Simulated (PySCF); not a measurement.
Computed shifts of a molecule C3H4BrF, PBE/pcSseg-1 (PySCF), GIAO, gas phase, atoms alike by connectivity averaged where their shifts nearly agree, in ppm (number of nuclei): ¹³C: 173.0 (1), 108.7 (1), 18.6 (1). ¹⁹F: -102.0 (1). ¹H: 5.95 (1), 2.39 (3). References: ¹³C against TMS (σ = 182.0 ppm); ¹⁹F against CFCl3 (σ = 133.6 ppm); ¹H against TMS (σ = 31.49 ppm), references at their B3LYP-D3(BJ)/def2-TZVP geometries, non-relativistic (without spin–orbit terms, shifts of atoms bonded to Cl or Br come out too high). Geometry: B3LYP-D3(BJ)/def2-SVP. Other conformers were not sampled.

Task: Identify the compound among the candidates.
A) C/C=C(\F)Br
B) F[C@@H]1C[C@H]1Br
C) C/C(F)=C\Br
D) FC1(Br)CC1

Result: C, C/C(F)=C\Br
